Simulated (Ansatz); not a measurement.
Wavefunction ladder for C2H5GeN (`[CH3][GeH]1[CH]=[N]1`)

```tsv
atom	x (Å)	y (Å)	z (Å)
C1	-0.400	0.673	-1.244
Ge2	-0.084	0.329	0.639
C3	0.990	-1.114	1.205
N4	-0.142	-1.611	1.018
H5	-1.464	0.589	-1.467
H6	0.148	-0.065	-1.828
H7	-0.056	1.671	-1.518
H8	-0.938	1.064	1.670
H9	1.946	-1.537	1.526
```

The species carries charge 0 and has multiplicity 1. Correlated methods include outer-core shells of Ge, which these sets cover unevenly. Scalar relativity is left out up to krypton. Geometry: relaxed with PBE0-D4/def2-TZVP. Frozen core, restricted reference, the Gaussian-basis code of Ansatz.

```csv
basis,HF (Eh),MP2 corr.,CCSD corr.,(T),CCSD(T) total
def2-SVP,-2208.01235,?,-0.69479,?,?
def2-TZVPP,-2208.43451,-0.79179,?,-0.03896,?
def2-QZVPP,-2208.48250,?,–,–,–
```

**Question.** Fill in the withheld values. (Estimate.)

**Answer.** The calculation gave: def2-SVP MP2 corr.: -0.67034; def2-SVP (T): -0.02721; def2-SVP CCSD(T) total: -2208.73435; def2-TZVPP CCSD corr.: -0.81049; def2-TZVPP CCSD(T) total: -2209.28396; def2-QZVPP MP2 corr.: -1.09016.
